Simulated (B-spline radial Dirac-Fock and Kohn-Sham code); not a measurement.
## Ionisation of each subshell: I³⁺

System: iodine as I³⁺, [Kr] 4d10 5s1 5p3 (not the ground configuration); nuclear rms radius 4.75 fm (A = 127).

The run's input, task.json:

```json
{"items": [{
  "Z": 53,
  "q": 3,
  "cfg": [[1, 0, 2], [2, 0, 2], [2, 1, 6], [3, 0, 2], [3, 1, 6], [3, 2, 10], [4, 0, 2], [4, 1, 6], [4, 2, 10], [5, 0, 1], [5, 1, 3]],
  "A": 127,
  "rrms": 4.75,
  "do": ["binding"]
}]}
```

Run with: `python xray_run.py task.json out`

Model: Dirac-Fock energy differences between relaxed states, corrected for Breit and QED terms. Program: a radial finite-basis atomic code. The model has no electron correlation. Energies are counted from the vacuum level. Subshells whose hole state is unreliable or did not converge are left out.

All terms are in eV, carry their sign (relaxation lowers the binding energy) and add up to the binding energy; ⟨r⟩ is the mean radius of the orbital in the initial state.

```tsv
subshell	−ε (Koopmans)	relaxation	Breit	QED	binding energy	⟨r⟩ (bohr)
K	33395.4	-66.02	-76.90	-39.20	33213.3	0.027
L1	5286.7	-34.77	-7.30	-4.95	5239.6	0.117
L2	4948.2	-38.37	-12.32	0.35	4897.9	0.099
L3	4648.3	-36.96	-8.07	-0.20	4603.1	0.104
M1	1136.6	-14.44	-1.05	-1.02	1120.1	0.312
M2	995.7	-14.97	-1.90	0.07	978.9	0.303
M3	937.7	-14.34	-1.10	-0.04	922.3	0.314
M4	692.3	-15.95	-0.59	0.10	675.9	0.286
M5	680.3	-15.72	-0.27	0.06	664.4	0.289
N3	181.9	-3.82	-0.14	0.00	177.9	0.800
N4	97.17	-3.24	-0.02	0.02	93.93	0.905
N5	95.33	-3.16	0.03	0.01	92.22	0.916
O1	53.47	-0.42	-0.02	-0.03	53.00	1.849
O2,3	38.80	-0.31	-0.02	0.00	38.47	2.156
```

For the deepest level, K (1s), the Breit terms make up -0.232 % of the binding energy, QED -0.118 % and orbital relaxation -0.199 %.

Spin-orbit splittings: 2p 294.8 eV, 3p 56.63 eV, 3d 11.49 eV, 4d 1.71 eV.

Values without a named source are computed, but for edge energies of neutral atoms, which are taken from tables.
